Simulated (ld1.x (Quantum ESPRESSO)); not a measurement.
## Plane-wave convergence, TM semilocal potential for Cu (Z = 29)

```json
{
 "Element": "copper (Cu)",
 "Generator": "ld1.x (Quantum ESPRESSO) 7.5",
 "Type": "norm-conserving Troullier–Martins (semilocal form)",
 "Functional": "PBE",
 "Relativity": "scalar-relativistic",
 "Frozen core": "[Ne]",
 "Valence charge": "19",
 "Reference configuration": "3s2 3p6 3d10 4s1 4p0",
 "Partial waves": "3s (bound): rc 0.66 bohr; 3p (bound): rc 0.85 bohr; 3d (bound): rc 0.75 bohr",
 "Local potential": "the d channel",
 "Core correction": "none"
}
```

Occupied shells without a wave of their own: 4s. They enter only through the test configuration that unscreens the potential.

The pseudo-atom Hamiltonian at the reference potential is diagonalised in spherical Bessel functions j_l(qr) that vanish at 20 bohr, with q² up to the cutoff. All-electron valence levels (Ry): 3s -8.4305, 4s -0.3388, 3p -5.3024, 4p -0.0512, 3d -0.3703.

Task: How do the lowest levels (Ry) of each channel move with the cutoff, and are there ghosts?

Result:

| cutoff (Ry) | s #1 | s #2 | s #3 | p #1 | p #2 | d #1 | Σ f·Δε (mRy) |
| --- | --- | --- | --- | --- | --- | --- | --- |
| 8 | -6.2341 | -0.2113 | 0.0216 | -1.1640 | 0.0048 | 0.0257 | 33310.4 |
| 15 | -6.9876 | -0.2640 | 0.0154 | -2.6021 | -0.0142 | 0.0257 | 23121.2 |
| 25 | -7.0468 | -0.2716 | 0.0145 | -3.9677 | -0.0307 | 0.0257 | 14801.7 |
| 35 | -7.2272 | -0.2774 | 0.0140 | -4.7417 | -0.0414 | 0.0256 | 9790.3 |
| 50 | -7.7168 | -0.2998 | 0.0117 | -5.1640 | -0.0485 | 0.0256 | 6254.8 |
| 70 | -8.1405 | -0.3228 | 0.0096 | -5.2864 | -0.0510 | 0.0255 | 4648.9 |
| 100 | -8.3615 | -0.3370 | 0.0083 | -5.2964 | -0.0513 | 0.0251 | 4129.3 |
| 140 | -8.3872 | -0.3393 | 0.0081 | -5.3000 | -0.0514 | -0.0178 | 3624.1 |
| 180 | -8.3970 | -0.3396 | 0.0080 | -5.3022 | -0.0514 | -0.2099 | 1669.8 |
| 260 | -8.4254 | -0.3410 | 0.0079 | -5.3025 | -0.0514 | -0.3548 | 161.7 |
| 400 | -8.4298 | -0.3413 | 0.0079 | -5.3026 | -0.0514 | -0.3700 | 0.0 |

Result: no extra level below or beside the all-electron valence levels (s, p, d tested); the semilocal form is local in each channel, so this says nothing of the separable form that plane-wave codes build from it; 10 mRy is reached at over 300 Ry and 1 mRy at over 300 Ry.
